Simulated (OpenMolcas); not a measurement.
## Re²⁺: effect of the basis set

```json
{"Program": "OpenMolcas 26.06", "Method": "CASSCF", "Active space": "5 electrons in 6 orbitals (5d 6s)", "State averaging": "2S+1 = 6 even, 6 roots; 2S+1 = 4 even, 84 roots kept (CI in the orbitals of an earlier block, 64 in the spin-orbit step); 2S+1 = 2 even, 184 roots kept (CI in the orbitals of an earlier block, 129 in the spin-orbit step)", "Spin-orbit coupling": "RASSI with atomic mean-field integrals over the reference wave functions, term energies averaged over their components"}
```

A. ANO-R1 [7s5p4d2f], X2C, finite nucleus; cost roughly 110 core-seconds
B. ANO-RCC-VDZP [7s6p4d2f1g], DKH2, point nucleus; cost of the order of 70 core-seconds
C. ANO-R2 [8s6p5d3f1g], X2C, finite nucleus; cost about 60 core-seconds
D. ANO-RCC-VTZP [8s7p5d3f2g1h], DKH2, point nucleus; cost of the order of 70 core-seconds
E. ANO-RCC-VQZP [9s8p6d4f3g2h], DKH2, point nucleus; cost of the order of 110 core-seconds

Energies in cm-1 above 5d5 6S 5/2, the measured ground level; measured values from the list in Brasseur, Gamrath and Quinet, At. Data Nucl. Data Tables 157, 101636 (2024).

| Level | A | B | C | D | E | Measured |
| --- | --- | --- | --- | --- | --- | --- |
| 5d5 6S 5/2 | 0.0 | 0.0 | 0.0 | 0.0 | 0.0 | 0.0 |
| 5d4 6s 6D 1/2 [75 %] | 15820 | 15805 | 15794 | 15687 | 15733 | 14396 |
| 5d4 6s 6D 3/2 | 17803 | 17885 | 17650 | 17509 | 17613 | 17909 |
| 5d4 6s 6D 5/2 | 20288 | 20518 | 19973 | 19789 | 19959 | 19719 |
| 5d5 4P 1/2 [50 %] | 22323 | 22126 | 22538 | 22591 | 22563 |  |
| 5d4 6s 6D 7/2 [62 %] | 22422 | 22679 | 22118 | 21757 | 22124 | 22106 |
| 5d5 4G 11/2 | 22461 | 22121 | 22834 | 22888 | 22857 | 18020 |
| 5d5 4G 9/2 | 22895 | 22603 | 23212 | 23257 | 23243 | 18346 |
| 5d4 6s 6D 9/2 | 24532 | 24824 | 24121 | 23904 | 24133 | 23471 |
| 5d5 4D 7/2 [71 %] | 25925 | 25751 | 26098 | 26129 | 26142 | 20453 |
| 5d5 4D 1/2 [65 %] | 27055 | 26989 | 27087 | 27086 | 27136 |  |
| 5d5 2I 11/2 | 32614 | 32107 | 33191 | 33253 | 33215 | 26170 |
| 5d5 2I 13/2 | 35220 | 34803 | 35678 | 35706 | 35726 | 28588 |
| 5d5 4F 5/2 [69 %] | 37248 | 37051 | 37434 | 37438 | 37502 | 30302 |
| 5d5 2F 7/2(1) [52 %] | 37267 | 37025 | 37504 | 37519 | 37547 |  |
| 5d4 6s 4H 7/2 [52 %] | 38821 | 38609 | 38984 | 38886 | 38983 |  |
| 5d4 6s 4H 11/2 | 41726 | 41698 | 41668 | 41443 | 41645 | 38168 |
| 5d4 6s 4H 13/2 | 43542 | 43572 | 43409 | 43163 | 43398 | 39300 |
| 5d5 2S 1/2 [71 %] | 44888 | 44696 | 45041 | 45028 | 45107 |  |
| 5d5 2H 11/2 [66 %] | 45302 | 45087 | 45496 | 45442 | 45581 |  |
| 5d4 6s 4G 7/2 [52 %] | 48617 | 48616 | 48505 | 48239 | 48502 |  |
| 5d4 6s 4G 11/2 [67 %] | 51178 | 51168 | 51073 | 50808 | 51096 |  |
| 5d5 2D 3/2(2) | 51384 | 51014 | 51735 | 51740 | 51818 |  |
| 5d5 2D 5/2(2) [63 %] | 51847 | 51616 | 52045 | 51988 | 52137 |  |

Deviations, from unrounded energies. A percentage is the sum of absolute deviations over the sum of measured energies, with the sign that they share, or ± where signs differ.

| Against measurement | Levels | A | B | C | D | E |
| --- | --- | --- | --- | --- | --- | --- |
| mean absolute deviation (cm-1) | 13 | 3500 | 3400 | 3600 | 3600 | 3600 |
| other terms of the ground configuration (%) | 6 | +24.3 | +22.9 | +25.8 | +25.9 | +25.9 |
| other configurations (%) | 7 | ±6.4 | ±6.8 | ±5.8 | ±5.5 | ±5.8 |

A, B, C, D lie about equally close to measurement and E furthest from it. The largest miss of B in the table is 5d5 4F 5/2 [69 %], by +6700 cm-1. The ranking rests on the paired levels alone, and a cruder setting can come out closer through cancelling errors.

Among A to E the level of the table that moves most is 5d5 2I 11/2, by 1100 cm-1 (lowest in B, highest in D).

Some high roots are left out of the spin-orbit mixing, which shifts the levels that they would mix with. Without dynamic correlation excited terms often stand tens of per cent too high (terms of higher spin than the ground term too low), and those without a measured partner can miss by more than the paired ones. Terms from blocks run as CI alone lack orbitals of their own. Configurations are named by rounded mean occupations; where the s occupation lies near a half they are strongly mixed, a name can repeat and a true partner stay unpaired. A single d shell beside an s shell can misplace configurations of different d count against each other. Some levels mix across a computed gap that differs much from the measured one, so their mixing is not that of the real levels (holds for B; D). Measured partners are found by configuration, term and J. A level has none where our copy of the source lacks it or the pairing is in doubt (some pairs that miss far off the trend of their configuration count as doubtful), and it then counts in no deviation. Levels of configurations outside the active space are missing. The table leaves out levels that lie high or whose names do not pair safely across all columns.

A share in square brackets marks a mixed level and gives the weight of the term that names it, the lowest over the columns. A number in round brackets counts repeated terms of one configuration in the order of the reference energies.
